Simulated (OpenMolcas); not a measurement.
Pt2+ with 6 ligands (oxide) in octahedral coordination (Oh). A charge of +1.67 e stands 2.4 Å behind each ligand. Ligand basis ANO-RCC-VDZP.

* Program: OpenMolcas
* Method: SS-CASPT2, IPEA 0.25 Eh, imaginary shift 0.1 Eh (closed shells correlated: 5s 5p and the ligand valence shells)
* Basis: ANO-RCC-VDZP [7s6p4d2f]
* Scalar Hamiltonian: DKH2, point nucleus
* Active space: 8 electrons in 5 orbitals (5d)
* State averaging: 2S+1 = 3 even, 10 roots; 2S+1 = 1 even, 15 roots
* Spin-orbit coupling: state interaction with AMFI integrals over the reference wave functions

All ligands move together. At R = 2.15 Å the first state of the same spin is 11860 cm-1, and at R = 2.18 Å it is 11340 cm-1.

Problem. A third run gives 9290 cm-1. What distance was it run at?

Solution. With a power law R^-n the two known points give n = -ln(11340 / 11860) / ln(2.18 / 2.15) = 3.24. Then R = 2.15 × (11860 / 9290)^(1/3.24) = 2.318 Å. The run was at 2.3 Å, so the estimate is off by +0.018 Å.

Roots that are degenerate in the reference are averaged as groups; the widest CASPT2 spread within a group is 240 cm-1 (the 3-fold group of multiplicity 3 near 22700 cm-1 above the lowest state of its run, R = 2.3). Shifts and gaps below about the spread of the groups concerned are not significant. Over all roots computed the reference weight is 0.63 to 0.64 in R = 2.15, 0.63 to 0.64 in R = 2.18, 0.63 to 0.64 in R = 2.3; a low but even weight reflects the number of correlated electrons. Real 4d8 and 5d8 ions are as a rule square planar and diamagnetic. The oxide ions are held by bare point charges, a crude embedding. Ligand-to-metal charge-transfer states are missing. With no ligand orbital active B as a rule stays too high, so bands that hang on it stand too high and its fall with covalency is understated. With one d shell and no ligand orbital active, 10Dq can be off by a tenth or more. The least metal-like active orbital is 85 % on the metal (Löwdin) and no ligand orbital is active, so the numbers are rough (holds for R = 2.15). Free-ion shares, where given, are those of the reference states; single-state CASPT2 does not remix them (holds for R = 2.3). No measured value stands beside these numbers; the geometry is a model, was not optimised and need not be the one that this ion takes.
